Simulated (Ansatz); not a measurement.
Basis sets compared for Cu₃O₂. Total charge 0; doublet. Geometry B3LYP-D4/def2-SVP. Ansatz on 4 threads of AMD EPYC 9R45 on a shared host; times are rough, and most runs start from earlier orbitals.

```
atom   x (Å)   y (Å)   z (Å)
 Cu1  -0.604  -2.068  -1.159
 Cu2   0.576   2.219  -0.854
 Cu3   0.009  -0.046   0.613
  O4   0.477   1.640   0.821
  O5  -0.457  -1.744   0.580
```

Another isomer (doublet) lies 0.06 eV lower at PBE0-D4/def2-TZVP; other spin states weren't run for this one.

Binding counts from free atoms (Cu doublet, O triplet) in the same basis, without a counterpoise term.

| level | functions | energy (Eh) | HOMO (eV) | LUMO (eV) | binding per atom (eV) | wall time |
| --- | --- | --- | --- | --- | --- | --- |
| PBE-D4/def2-SVP | 121 | -5070.2753 | -4.64 | -3.98 | 2.84 | 1.1 s |
| PBE0-D4/def2-SVP | 121 | -5070.2394 | -5.65 | -2.70 | 2.30 | 1.9 s |

(1) Estimate the rows for PBE-D4/def2-TZVP (with forces), PBE0-D4/def2-TZVP.

Answers

(1) 
```
                         level  functions  energy (Eh)  HOMO (eV)  LUMO (eV)  binding per atom (eV)  wall time
PBE-D4/def2-TZVP (with forces)        197   -5071.2214      -5.13      -4.48                   2.55      1.9 s
             PBE0-D4/def2-TZVP        197   -5071.1596      -6.18      -3.08                   2.12      4.5 s
```
